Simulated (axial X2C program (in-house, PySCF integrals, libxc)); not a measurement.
## Outer orbitals of BiC at 2.104 Å, PBE0

All values were computed with an in-house all-electron X2C program for linear molecules (integrals from PySCF). Spin-free means the one-electron spin-free X2C Hamiltonian; two-component (2c) means X2C with spin–orbit coupling and atomic mean-field two-electron Coulomb and Gaunt terms, so the difference of the two also holds small scalar two-electron terms. Basis: Bi dyall-cv3z [12s14p10d6f1g], C dyall-v3z [7s6p2d1f] (cores contracted in-house); Gaussian nuclei, density fitting, unrestricted open shells. Masses: Bi 208.980 u, C 12.000 u.

The distance is close to the 2c PBE0 minimum; the highest filled and lowest empty levels are listed.

Spin-free orbitals, state M_S = 1/2, Λ = 0 (beyond evenly filled blocks: σα) (Löwdin shares):

| symmetry | occupied | ε (eV) | atomic character |
| --- | --- | --- | --- |
| σα | yes | -29.93 | 98% Bi d |
| σβ | yes | -29.86 | 98% Bi d |
| δ+β | yes | -29.74 | 100% Bi d |
| δ-β | yes | -29.74 | 100% Bi d |
| π+β | yes | -29.71 | 100% Bi d |
| π-β | yes | -29.71 | 100% Bi d |
| π+α | yes | -29.67 | 100% Bi d |
| π-α | yes | -29.67 | 100% Bi d |
| δ-α | yes | -29.54 | 100% Bi d |
| δ+α | yes | -29.54 | 100% Bi d |
| σα | yes | -18.39 | 49% C s, 36% Bi s, 5% Bi p |
| σβ | yes | -17.61 | 65% Bi s, 21% C s, 10% C p |
| σα | yes | -14.05 | 43% Bi s, 29% C s, 14% C p |
| σβ | yes | -12.13 | 47% C s, 26% Bi p, 18% Bi s |
| σα | yes | -8.20 | 59% C p, 30% Bi p, 7% Bi s |
| π+α | yes | -7.29 | 75% C p, 21% Bi p, 2% Bi d |
| π-α | yes | -7.29 | 75% C p, 21% Bi p, 2% Bi d |
| π+β | yes | -6.49 | 80% Bi p, 18% C p |
| π-β | yes | -6.49 | 80% Bi p, 18% C p |
| σβ | no | -3.86 | 49% C p, 31% Bi p, 13% C s |
| π+α | no | -2.55 | 74% Bi p, 19% C p, 4% Bi d |
| π-α | no | -2.55 | 74% Bi p, 19% C p, 4% Bi d |
| π+β | no | -1.39 | 71% C p, 16% Bi p, 11% Bi d |
| π-β | no | -1.39 | 71% C p, 16% Bi p, 11% Bi d |

The lowest two-component determinant found has another configuration (Ω = 3/2 (⟨Sz⟩ = 0.61, ⟨Lz⟩ = 0.89 at PBE0)), so the levels differ by more than spin–orbit coupling. Its spinors:

```tsv
ω	occupied	ε (eV)	atomic character	λ mixture
3/2	yes	-31.27	100% Bi d	82% δ, 18% π
-3/2	yes	-31.25	100% Bi d	82% δ, 18% π
1/2	yes	-31.19	99% Bi d	58% π, 42% σ
-1/2	yes	-31.18	99% Bi d	58% π, 42% σ
5/2	yes	-28.30	100% Bi d	100% δ
-5/2	yes	-28.29	100% Bi d	100% δ
1/2	yes	-28.27	98% Bi d	58% σ, 42% π
-1/2	yes	-28.26	99% Bi d	58% σ, 42% π
3/2	yes	-28.21	100% Bi d	82% π, 18% δ
-3/2	yes	-28.17	100% Bi d	82% π, 18% δ
1/2	yes	-18.32	44% Bi s, 39% C s, 8% C p	100% σ
-1/2	yes	-17.44	60% Bi s, 25% C s, 10% C p	100% σ
1/2	yes	-13.52	37% Bi s, 35% C s, 16% Bi p	100% σ
-1/2	yes	-12.49	44% C s, 24% Bi p, 23% Bi s	99% σ, 1% π
-1/2	yes	-7.55	58% Bi p, 36% C p, 3% C s	89% π, 11% σ
1/2	yes	-7.52	58% Bi p, 33% C p, 5% C s	53% σ, 47% π
3/2	yes	-6.96	67% C p, 28% Bi p, 3% Bi d	100% π
-1/2	yes	-6.39	63% C p, 23% Bi p, 7% C s	78% σ, 22% π
1/2	yes	-6.28	51% Bi p, 42% C p, 3% Bi s	53% π, 47% σ
-3/2	no	-4.03	69% Bi p, 29% C p	100% π
-1/2	no	-2.83	48% C p, 42% Bi p, 6% Bi d	88% π, 12% σ
3/2	no	-2.42	67% Bi p, 25% C p, 5% Bi d	100% π
1/2	no	-1.57	72% C p, 15% Bi p, 10% Bi d	99% π, 1% σ
```

Question: How does the gap between the highest filled and lowest empty level change from the spin-free to the 2c table?

Answer: From 2.63 to 2.25 eV at PBE0, a change of -0.38 eV.

Mulliken charges and populations of the two-component result (they depend on the basis, above all on diffuse functions):

Bi 0.40 e (s 11.95 p 26.60 d 30.04 f 14.02), C -0.40 e (s 3.93 p 2.43 d 0.04). ⟨Lz⟩ = 0.89 ħ and ⟨Sz⟩ = 0.61 ħ (0.02 and 0.59 on the two atoms), which add up to Ω.

Occupations by symmetry block were frozen at the best pattern of an incomplete PBE0 search. Density functionals use the spin component along the axis (collinear). Other states lie close and PBE0, whose exact exchange favours high spin, may order them wrongly; the determinant shown need not be the ground state. The nearest other spin-free determinant of the search, M_S = 1/2, Λ = 1, lies 0.33 eV up at the distance of the search. Without a current term, density functionals place determinants with orbital angular momentum somewhat too high. With several unpaired electrons one determinant need not be a pure state. A state of lower Ω lies just above, and one determinant can place such states too high, so the state shown need not be the lowest. The search has Ω = 1/2 only 0.10 eV up. The determinant is spin-polarised beyond a pure state at some levels (its spin-free form has ⟨S²⟩ too high), which makes Re and μ there less reliable.
